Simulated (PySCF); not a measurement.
Compound: ClH₉Si₄.
Structure used (PBE0-D3(BJ)/def2-SVP), in Å, numbered top down from 1:
```
atom  x, y, z in Å
Si1   -1.8659    1.0795   -0.2583
Si2    0.0533    0.1353    0.7017
Si3    1.9582    1.0761   -0.2905
Si4    0.0305   -2.1617    0.2451
Cl5   -1.9436   -2.8202    0.2322
H6    -3.1013    0.5090    0.3542
H7    -1.8502    2.5616   -0.0594
H8    -1.8535    0.7899   -1.7247
H9     0.0714    0.3475    2.1845
H10    1.8723    0.8644   -1.7685
H11    2.0265    2.5429   -0.0118
H12    3.2031    0.4223    0.2187
H13    0.7758   -2.9522    1.2675
H14    0.6097   -2.4369   -1.1033
```

Linear response at CAM-B3LYP/def2-SVPD (PySCF, frozen core in the response, non-relativistic).

Static isotropic polarisability: 133.85 au (19.83 Å³), principal values 109.0, 138.8, 153.8 au.

**Question.** What is the polarisability at 1064 nm and at the sodium D line?

**Answer.** 135.54 au at 1064 nm (+1.3 %), 139.59 au at 589.3 nm (+4.3 %). The rise at 589.3 nm is 3.39 times that at 1064 nm; a pure ω² law gives 3.26. The lowest singlet lies at 206 nm, shorter than both wavelengths.

**Question.** What is the isotropic C6 coefficient between two such molecules, C6 = (3/π)∫α(iω)² dω?

**Answer.** 5602 au (Eh·bohr⁶) by a ten-point quadrature over imaginary frequencies, which is 3350 eV·Å⁶ or 323 J·nm⁶/mol.

**Question.** Which effective excitation energy ω̄ makes London's formula C6 = (3/4)α²ω̄ exact here?

**Answer.** ω̄ = 4·C6/(3α²) = 0.417 Eh = 11.3 eV. A one-pole form α(ω) = α/(1 − ω²/ω̄²) fitted to the 1064 nm value gives 10.4 eV.

**Question.** How anisotropic is the static polarisability, by Δα² = ½[(α1 − α2)² + (α2 − α3)² + (α3 − α1)²]?

**Answer.** Δα = 39.4 au, or 0.29 of the isotropic value.

**Question.** What n − 1 at the D line would an ideal gas of it have at 273.15 K and 1 atm (2.6868 × 10¹⁹ cm⁻³), by n − 1 = 2π·N·α′?

**Answer.** 34.92 × 10⁻⁴, a formal value whether or not that pressure can be reached.

**Question.** What molar refraction at the D line follows from R = (4π/3)·N_A·α′, with α′ the polarisability volume?

**Answer.** α′ = 20.69 Å³ gives R = 52.18 cm³/mol, for isolated, non-vibrating species.

Time: 70 s of wall time; peak memory 0.96 GiB. Hardware: Intel Xeon at 2.50 GHz, one thread, on a shared host. This is the whole response run at CAM-B3LYP/def2-SVPD, SCF included.

One conformer stands for the species.
